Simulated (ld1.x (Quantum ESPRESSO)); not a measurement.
Scattering properties, PAW potential for Gd

ld1.x (Quantum ESPRESSO) 7.5 input, shortened:

```
&input
   title='Gd', zed=64., rel=1, dft='PBESOL', iswitch=3,
   config='[Xe] 4f7 5d1 6s2 6p0'
 /
 &inputp
   pseudotype=3, lpaw=.true., tm=.true., lloc=-1, rcloc=2.45,
   nlcc=.true., new_core_ps=.true., rcore=0.70,
   which_augfun='BESSEL', rmatch_augfun=0.50
 /
8
5S  1  0   2.00   0.00  1.95  2.40  0.0
6S  2  0   2.00   0.00  1.95  2.40  0.0
5P  2  1   6.00   0.00  2.20  3.00  0.0
6P  3  1   0.00   0.00  2.20  3.00  0.0
5D  3  2   1.00   0.00  3.50  3.75  0.0
5D  3  2   0.00   0.65  3.50  3.75  0.0
4F  4  3   7.00   0.00  0.55  0.75  0.0
4F  4  3   0.00  -0.30  0.55  0.75  0.0
 &test
   configts(1)='4f7 5s2 5p6 5d1 6s2 6p0'
 /
```

The phase is arctan(r·u′/u) with u = r·R(r), unwrapped; energies in Ry, scanned from -6 to 5 Ry. A pole is an energy at which the radial function vanishes at the test radius. The pseudo phase is shifted by a multiple of π to meet the all-electron one at the reference energy, and phase errors are pseudo minus all-electron; the curves can meet again beyond the range given. Levels narrower than the energy grid can be missing from the lists of poles. n/a: not evaluated, since a narrow level or a reset projector energy made the automatic matching unsafe.

**Question.** For each channel, where are the poles, and over which energies does the pseudopotential scatter like the atom?

**Answer.**

```json
{"channel": "s", "radius (bohr)": "4.04", "reference energy (Ry)": "-0.30", "poles, all-electron": "0.40, 4.06", "poles, pseudo": "0.40, 4.13", "unbroken range about the reference energy with phases within 0.05 rad": "n/a", "phase error 1 Ry above the reference energy (rad)": "n/a"}
{"channel": "p", "radius (bohr)": "4.04", "reference energy (Ry)": "-0.10", "poles, all-electron": "-1.99, 1.12", "poles, pseudo": "-1.99, -0.69, 0.86, 4.42", "unbroken range about the reference energy with phases within 0.05 rad": "-0.5 to 0.2", "phase error 1 Ry above the reference energy (rad)": "-0.068"}
{"channel": "d", "radius (bohr)": "4.04", "reference energy (Ry)": "-0.19", "poles, all-electron": "0.00, 2.50", "poles, pseudo": "0.06", "unbroken range about the reference energy with phases within 0.05 rad": "-0.2 to 0.0", "phase error 1 Ry above the reference energy (rad)": "+0.381"}
{"channel": "f", "radius (bohr)": "4.04", "reference energy (Ry)": "-0.64", "poles, all-electron": "-0.64, 1.75, 4.67", "poles, pseudo": "-0.64, 1.75, 4.73", "unbroken range about the reference energy with phases within 0.05 rad": "below 2.9", "phase error 1 Ry above the reference energy (rad)": "-0.000"}
```

The ghost test of this file was not conclusive. Its overlap operator is not positive definite in a basis up to 400 Ry (lowest eigenvalue p -1.78, d -529.56), so the file is unfit for use: the generalised eigenproblem breaks down once the basis is large enough, and its test numbers describe a broken file.

Phases in the s channel:

```json
{"E (Ry)": "-6.00", "all-electron": "1.465", "pseudo": "1.465"}
{"E (Ry)": "-5.74", "all-electron": "1.463", "pseudo": "1.463"}
{"E (Ry)": "-5.48", "all-electron": "1.460", "pseudo": "1.460"}
{"E (Ry)": "-5.22", "all-electron": "1.457", "pseudo": "1.457"}
{"E (Ry)": "-4.96", "all-electron": "1.454", "pseudo": "1.454"}
{"E (Ry)": "-4.70", "all-electron": "1.450", "pseudo": "1.450"}
{"E (Ry)": "-4.44", "all-electron": "1.446", "pseudo": "1.446"}
{"E (Ry)": "-4.18", "all-electron": "1.441", "pseudo": "1.441"}
{"E (Ry)": "-3.92", "all-electron": "1.436", "pseudo": "1.436"}
{"E (Ry)": "-3.66", "all-electron": "1.235", "pseudo": "1.232"}
{"E (Ry)": "-3.40", "all-electron": "-1.716", "pseudo": "-1.716"}
{"E (Ry)": "-3.14", "all-electron": "-1.723", "pseudo": "-1.723"}
{"E (Ry)": "-2.88", "all-electron": "-1.732", "pseudo": "-1.732"}
{"E (Ry)": "-2.62", "all-electron": "-1.742", "pseudo": "-1.742"}
{"E (Ry)": "-2.36", "all-electron": "-1.754", "pseudo": "-1.754"}
{"E (Ry)": "-2.10", "all-electron": "-1.769", "pseudo": "-1.769"}
{"E (Ry)": "-1.84", "all-electron": "-1.789", "pseudo": "-1.788"}
{"E (Ry)": "-1.58", "all-electron": "-1.815", "pseudo": "-1.815"}
{"E (Ry)": "-1.32", "all-electron": "-1.855", "pseudo": "-1.855"}
{"E (Ry)": "-1.06", "all-electron": "-1.920", "pseudo": "-1.920"}
{"E (Ry)": "-0.80", "all-electron": "-2.055", "pseudo": "-2.055"}
{"E (Ry)": "-0.54", "all-electron": "-2.483", "pseudo": "-2.483"}
{"E (Ry)": "-0.28", "all-electron": "-3.891", "pseudo": "-3.891"}
{"E (Ry)": "-0.02", "all-electron": "-4.481", "pseudo": "-4.481"}
{"E (Ry)": "0.24", "all-electron": "-4.653", "pseudo": "-4.653"}
{"E (Ry)": "0.50", "all-electron": "-4.741", "pseudo": "-4.740"}
{"E (Ry)": "0.76", "all-electron": "-4.805", "pseudo": "-4.805"}
{"E (Ry)": "1.02", "all-electron": "-4.869", "pseudo": "-4.868"}
{"E (Ry)": "1.28", "all-electron": "-4.950", "pseudo": "-4.949"}
{"E (Ry)": "1.54", "all-electron": "-5.090", "pseudo": "-5.086"}
{"E (Ry)": "1.80", "all-electron": "-5.448", "pseudo": "-5.427"}
{"E (Ry)": "2.06", "all-electron": "-6.577", "pseudo": "-6.518"}
{"E (Ry)": "2.32", "all-electron": "-7.357", "pseudo": "-7.335"}
{"E (Ry)": "2.58", "all-electron": "-7.588", "pseudo": "-7.577"}
{"E (Ry)": "2.84", "all-electron": "-7.689", "pseudo": "-7.682"}
{"E (Ry)": "3.10", "all-electron": "-7.747", "pseudo": "-7.742"}
{"E (Ry)": "3.36", "all-electron": "-7.786", "pseudo": "-7.781"}
{"E (Ry)": "3.62", "all-electron": "-7.815", "pseudo": "-7.811"}
{"E (Ry)": "3.88", "all-electron": "-7.839", "pseudo": "-7.835"}
{"E (Ry)": "4.14", "all-electron": "-7.860", "pseudo": "-7.855"}
{"E (Ry)": "4.40", "all-electron": "-7.880", "pseudo": "-7.874"}
{"E (Ry)": "4.66", "all-electron": "-7.900", "pseudo": "-7.893"}
{"E (Ry)": "4.92", "all-electron": "-7.922", "pseudo": "-7.912"}
```
